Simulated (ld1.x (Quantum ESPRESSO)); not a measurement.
## PBE PAW dataset for Ca, scalar-relativistic all-electron reference.

The input file (ld1.x (Quantum ESPRESSO) 7.5):

```
&input
   title='Ca', zed=20., rel=1, dft='PBE', iswitch=3,
   config='[Ar] 3d0 4s1 4p0',
   nld=3, rlderiv=3.30, eminld=-6.0, emaxld=5.0, deld=0.02
 /
 &inputp
   pseudotype=3, lpaw=.true., tm=.true., lloc=-2, rcloc=3.05,
   nlcc=.true., new_core_ps=.true., rcore=0.95,
   which_augfun='PSQ', rmatch_augfun_nc=.true.,
   file_pseudopw='Ca.UPF', file_wfcaegen='ae.wfc', file_wfcncgen='nc.wfc', file_beta='beta', file_chi='chi', file_wfcusgen='us.wfc'
 /
6
3S  1  0   2.00   0.00  1.50  1.65  0.0
4S  2  0   1.00   0.00  1.50  1.65  0.0
3P  2  1   6.00   0.00  2.00  2.70  0.0
4P  3  1   0.00   0.00  2.00  2.70  0.0
3D  3  2   0.00   0.00  2.50  3.05  0.0
3D  3  2   0.00   0.05  2.50  3.05  0.0
 &test
   configts(1)='3s2 3p6 3d0 4s1 4p0'
 /
```

Command:

```bash
ld1.x < Ca.in > Ca.out
```

Output (shortened: banner, matrices, multipoles, cross overlaps and the repeated all-electron block are left out):

```
Program LD1 v.7.5
     --------------------------- All-electron run ----------------------------

     Ca
     scalar relativistic calculation

     atomic number is 20.00
     dft =PBE   lsd =0 sic =0 latt =0  beta=0.20 tr2=1.0E-14
     Exchange-correlation= PBE
                           (   1   4   3   4   0   0   0)
     mesh =1169 r(mesh) =  99.90979 a.u. xmin = -7.00 dx = 0.01250
     1 Ry =  13.60569312 eV, c = 137.03599908

     n l     nl                  e(Ry)          e(Ha)          e(eV)
     1 0     1S 1( 2.00)      -290.7937      -145.3969     -3956.4505
     2 0     2S 1( 2.00)       -30.9706       -15.4853      -421.3771
     2 1     2P 1( 6.00)       -25.1180       -12.5590      -341.7478
     3 0     3S 1( 2.00)        -3.9684        -1.9842       -53.9928
     3 1     3P 1( 6.00)        -2.5637        -1.2819       -34.8815
     3 2     3D 1( 0.00)        -0.6128        -0.3064        -8.3377
     4 0     4S 1( 1.00)        -0.6589        -0.3295        -8.9654
     4 1     4P 1( 0.00)        -0.4360        -0.2180        -5.9320

     final scf error:  7.4E-16 reached in  21 iterations

     Etot =   -1360.188587 Ry,    -680.094293 Ha,  -18506.308499 eV

     Ekin =    1369.460691 Ry,     684.730346 Ha,   18632.461908 eV
     Encl =   -3221.037479 Ry,   -1610.518740 Ha,  -43824.447480 eV
     Eh   =     563.041260 Ry,     281.520630 Ha,    7660.566602 eV
     Exc  =     -71.653059 Ry,     -35.826529 Ha,    -974.889529 eV

     normalization and overlap integrals

     s(1S/1S) =  1.000000  <r> =   0.0768  <r2> =    0.0079  r(max) =   0.0500
     s(2S/2S) =  1.000000  <r> =   0.3643  <r2> =    0.1572  r(max) =   0.2987
     s(2P/2P) =  1.000000  <r> =   0.3278  <r2> =    0.1330  r(max) =   0.2477
     s(3S/3S) =  1.000000  <r> =   1.1547  <r2> =    1.5384  r(max) =   0.9918
     s(3P/3P) =  1.000000  <r> =   1.2668  <r2> =    1.8914  r(max) =   1.0427
     s(3D/3D) =  1.000000  <r> =   1.9710  <r2> =    5.1060  r(max) =   1.2421
     s(4S/4S) =  1.000000  <r> =   3.6018  <r2> =   14.7147  r(max) =   3.1323
     s(4P/4P) =  1.000000  <r> =   4.4209  <r2> =   22.2158  r(max) =   3.8258

     ------------------------ End of All-electron run ------------------------

     --------------------- Generating PAW atomic setup --------------------

      Generating local potential from pseudized AE potential:
      Matching radius rcloc =   3.0500
      Enforcing V''(0)=0 (lloc=-2)

      Local pseudo, rcloc= 3.017 Estimated cut-off energy=     3.74 Ry

      Computing core charge for nlcc:

       r > 0.96 : true rho core
      Core charge pseudized with two Bessel functions
      Integrated core pseudo-charge :   1.23
      Wfc-us  3S rcutus= 1.656  Estimated cut-off energy=    19.03 Ry
      Wfc-us  4S rcutus= 1.656  Estimated cut-off energy=    36.85 Ry
      Wfc-us  3P rcutus= 2.730  Estimated cut-off energy=    11.79 Ry
      Wfc-us  4P rcutus= 2.730  Estimated cut-off energy=     9.20 Ry
      Wfc-us  3D rcutus= 3.017  Estimated cut-off energy=    12.80 Ry
      Wfc-us  3D rcutus= 3.017  Estimated cut-off energy=    23.38 Ry

     Required augmentation: PSQ   radius:    3.050000

     Q pseudized with Bessel functions
     Expected ecutrho=     151.2185 due to l1=  0   l2=  2

     Estimated PAW energy = -132.918289 Ryd

     ------------------- End of pseudopotential generation -------------------

     Computing logarithmic derivative in   3.31361
     Computing logarithmic derivative in   3.31361
     Computing the partial wave expansion
     R is outside the sphere for l=    0 j= 0.00
     R is outside the sphere for l=    0 j= 0.00
     R is outside the sphere for l=    1 j= 0.00
     R is outside the sphere for l=    1 j= 0.00
     R is outside the sphere for l=    2 j= 0.00
     R is outside the sphere for l=    2 j= 0.00

     ---------------------- Testing the pseudopotential ----------------------

     Ca
     scalar relativistic calculation

     atomic number is 20.00   valence charge is 10.00
     dft = SLA  PW   PBX  PBC   lsd =0 sic =0 latt =0  beta=0.20 tr2=1.0E-14
     mesh =1169 r(mesh) =  99.90979 xmin = -7.00 dx = 0.01250

     n l     nl             e AE (Ry)        e PS (Ry)    De AE-PS (Ry)
     1 0     3S   1( 2.00)       -3.96840       -3.96838       -0.00002
     2 1     3P   1( 6.00)       -2.56374       -2.56373       -0.00002
     3 2     3D   1( 0.00)       -0.61281       -0.61280       -0.00001
     2 0     4S   1( 1.00)       -0.65894       -0.65894       -0.00000
     3 1     4P   1( 0.00)       -0.43600       -0.43599       -0.00000

     eps = 3.4E-16  iter =  4

     Etot =   -1360.188587 Ry,    -680.094293 Ha,  -18506.308499 eV
     Etotps =  -132.918289 Ry,     -66.459144 Ha,   -1808.445449 eV

     Ekin =      88.855358 Ry,      44.427679 Ha,    1208.938739 eV
     Encl =    -202.197867 Ry,    -101.098933 Ha,   -2751.042122 eV
     Ehrt =      52.077313 Ry,      26.038656 Ha,     708.547934 eV
     Ecxc =     -71.653093 Ry,     -35.826547 Ha,    -974.890000 eV
     (Ecc =      -1.902944 Ry,      -0.951472 Ha,     -25.890879 eV)

     ---------------------- End of pseudopotential test ----------------------
```

Generation and configuration tests took about 2.2 s on one core of a shared server CPU.

Transferability test of the new file with ld1.x, input:

```
&input
   title='Ca', zed=20., rel=1, dft='PBE', iswitch=2,
   config='[Ar] 3d0 4s1 4p0'
 /
 &test
   file_pseudo='Ca.UPF', nconf=8,
   configts(1)='3s2 3p6 3d0 4s1 4p0',
   configts(2)='3s2 3p6 3d0 4s2 4p0',
   configts(3)='3s2 3p6 3d0 4s0 4p0',
   configts(4)='3s2 3p6 3d0 4s1.5 4p0',
   configts(5)='3s2 3p6 3d0 4s0 4p2',
   configts(6)='3s2 3p6 3d0 4s1 4p1',
   configts(7)='3s1 3p6 3d0 4s2 4p0',
   configts(8)='3s2 3p6 3d0 4s0 4p1'
 /
```

```bash
ld1.x < Ca.test.in > Ca.test.out
```

Pseudopotential blocks of its output, shortened (energy terms left out; the distinct warnings before each block abridged to one line each):

```
     ---------------------- Testing the pseudopotential ----------------------

     n l     nl             e AE (Ry)        e PS (Ry)    De AE-PS (Ry)
     1 0     3S   1( 2.00)       -3.96840       -3.96838       -0.00002
     2 1     3P   1( 6.00)       -2.56374       -2.56373       -0.00002
     3 2     3D   1( 0.00)       -0.61281       -0.61280       -0.00001
     2 0     4S   1( 1.00)       -0.65894       -0.65894       -0.00000
     3 1     4P   1( 0.00)       -0.43600       -0.43599       -0.00000

     eps = 3.4E-16  iter =  4

     Etot =   -1360.188587 Ry,    -680.094293 Ha,  -18506.308499 eV
     Etotps =  -132.918289 Ry,     -66.459144 Ha,   -1808.445449 eV

     ---------------------- End of pseudopotential test ----------------------

          ---------------------- Testing the pseudopotential ----------------------

     n l     nl             e AE (Ry)        e PS (Ry)    De AE-PS (Ry)
     1 0     3S   1( 2.00)       -3.46117       -3.46104       -0.00014
     2 1     3P   1( 6.00)       -2.05856       -2.05844       -0.00011
     3 2     3D   1( 0.00)       -0.14307       -0.14301       -0.00006
     2 0     4S   1( 2.00)       -0.27681       -0.27679       -0.00002
     3 1     4P   1( 0.00)       -0.10309       -0.10305       -0.00004

     eps = 4.4E-15  iter =  9

     Etot =   -1360.652303 Ry,    -680.326152 Ha,  -18512.617684 eV
     Etotps =  -133.382012 Ry,     -66.691006 Ha,   -1814.754722 eV
     dEtot_ae =      -0.463717 Ry
     dEtot_ps =      -0.463723 Ry,   Delta E=       0.000006 Ry

     ---------------------- End of pseudopotential test ----------------------

          ---------------------- Testing the pseudopotential ----------------------

     n l     nl             e AE (Ry)        e PS (Ry)    De AE-PS (Ry)
     1 0     3S   1( 2.00)       -4.57425       -4.57438        0.00012
     2 1     3P   1( 6.00)       -3.16483       -3.16493        0.00010
     3 2     3D   1( 0.00)       -1.17112       -1.17116        0.00004
     2 0     4S   1( 0.00)       -1.06864       -1.06863       -0.00001
     3 1     4P   1( 0.00)       -0.78384       -0.78357       -0.00027

     eps = 5.3E-17  iter =  7

     Etot =   -1359.319767 Ry,    -679.659883 Ha,  -18494.487605 eV
     Etotps =  -132.049437 Ry,     -66.024719 Ha,   -1796.624119 eV
     dEtot_ae =       0.868820 Ry
     dEtot_ps =       0.868852 Ry,   Delta E=      -0.000032 Ry

     ---------------------- End of pseudopotential test ----------------------

          ---------------------- Testing the pseudopotential ----------------------

     n l     nl             e AE (Ry)        e PS (Ry)    De AE-PS (Ry)
     1 0     3S   1( 2.00)       -3.70124       -3.70115       -0.00009
     2 1     3P   1( 6.00)       -2.29785       -2.29777       -0.00008
     3 2     3D   1( 0.00)       -0.36541       -0.36536       -0.00004
     2 0     4S   1( 1.50)       -0.46168       -0.46167       -0.00001
     3 1     4P   1( 0.00)       -0.26285       -0.26283       -0.00002

     eps = 8.7E-15  iter =  7

     Etot =   -1360.468290 Ry,    -680.234145 Ha,  -18510.114061 eV
     Etotps =  -133.198002 Ry,     -66.599001 Ha,   -1812.251138 eV
     dEtot_ae =      -0.279704 Ry
     dEtot_ps =      -0.279713 Ry,   Delta E=       0.000009 Ry

     ---------------------- End of pseudopotential test ----------------------

          Warning: n=1, l=0 expected 0 nodes, found 1
     ---------------------- Testing the pseudopotential ----------------------

     n l     nl             e AE (Ry)        e PS (Ry)    De AE-PS (Ry)
     1 0     3S   1( 2.00)       -3.65362       -3.65309       -0.00053
     2 1     3P   1( 6.00)       -2.24807       -2.24760       -0.00047
     3 2     3D   1( 0.00)       -0.29651       -0.29627       -0.00024
     2 0     4S   1( 0.00)       -0.36535       -0.36531       -0.00004
     3 1     4P   1( 2.00)       -0.17559       -0.17556       -0.00003

     eps = 2.8E-15  iter = 13

     Etot =   -1360.288389 Ry,    -680.144194 Ha,  -18507.666378 eV
     Etotps =  -133.018084 Ry,     -66.509042 Ha,   -1809.803235 eV
     dEtot_ae =      -0.099802 Ry
     dEtot_ps =      -0.099795 Ry,   Delta E=      -0.000007 Ry

     ---------------------- End of pseudopotential test ----------------------

          Warning: n=2, l=1 expected 0 nodes, found 1
     ---------------------- Testing the pseudopotential ----------------------

     n l     nl             e AE (Ry)        e PS (Ry)    De AE-PS (Ry)
     1 0     3S   1( 2.00)       -3.56132       -3.56090       -0.00042
     2 1     3P   1( 6.00)       -2.15731       -2.15695       -0.00037
     3 2     3D   1( 0.00)       -0.22273       -0.22254       -0.00019
     2 0     4S   1( 1.00)       -0.32482       -0.32478       -0.00004
     3 1     4P   1( 1.00)       -0.14269       -0.14266       -0.00004

     eps = 7.2E-15  iter = 33

     Etot =   -1360.474315 Ry,    -680.237158 Ha,  -18510.196032 eV
     Etotps =  -133.204010 Ry,     -66.602005 Ha,   -1812.332876 eV
     dEtot_ae =      -0.285728 Ry
     dEtot_ps =      -0.285721 Ry,   Delta E=      -0.000008 Ry

     ---------------------- End of pseudopotential test ----------------------

          ---------------------- Testing the pseudopotential ----------------------

     n l     nl             e AE (Ry)        e PS (Ry)    De AE-PS (Ry)
     1 0     3S   1( 1.00)       -4.53521       -4.55069        0.01548  !
     2 1     3P   1( 6.00)       -3.09612       -3.10867        0.01255  !
     3 2     3D   1( 0.00)       -1.02541       -1.03306        0.00764  !
     2 0     4S   1( 2.00)       -0.80226       -0.80265        0.00039
     3 1     4P   1( 0.00)       -0.53608       -0.53533       -0.00074

     eps = 4.1E-15  iter = 10

     Etot =   -1356.666513 Ry,    -678.333256 Ha,  -18458.388239 eV
     Etotps =  -129.389055 Ry,     -64.694528 Ha,   -1760.427777 eV
     dEtot_ae =       3.522074 Ry
     dEtot_ps =       3.529234 Ry,   Delta E=      -0.007160 Ry

     ---------------------- End of pseudopotential test ----------------------

          ---------------------- Testing the pseudopotential ----------------------

     n l     nl             e AE (Ry)        e PS (Ry)    De AE-PS (Ry)
     1 0     3S   1( 2.00)       -4.06049       -4.06052        0.00003
     2 1     3P   1( 6.00)       -2.65401       -2.65405        0.00004
     3 2     3D   1( 0.00)       -0.68845       -0.68851        0.00006
     2 0     4S   1( 0.00)       -0.70508       -0.70512        0.00004
     3 1     4P   1( 1.00)       -0.48015       -0.48017        0.00002

     eps = 6.2E-15  iter =  9

     Etot =   -1359.964547 Ry,    -679.982274 Ha,  -18503.260290 eV
     Etotps =  -132.694242 Ry,     -66.347121 Ha,   -1805.397131 eV
     dEtot_ae =       0.224039 Ry
     dEtot_ps =       0.224047 Ry,   Delta E=      -0.000008 Ry

     ---------------------- End of pseudopotential test ----------------------
```
